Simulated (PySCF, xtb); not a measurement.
Mg(I)(SeH) (HIMgSe), SMILES [SeH][Mg][I]. One conformer was computed; it need not be the lowest.

Harmonic wavenumbers (cm⁻¹) from GFN2-xTB run with xtb at its own minimum, in rising order: 40, 72, 186, 410, 440, 2059.

### Question
What does PBE0-D3(BJ)/def2-SVP in PySCF give at its own minimum? (Estimate from the structure and the level; the computed values follow.)

### Answer
89, 96, 157, 465, 503, 2434. Paired by order, the mean absolute difference is 99 cm⁻¹ and the zero-point energies are 4.6 and 5.4 kcal/mol.
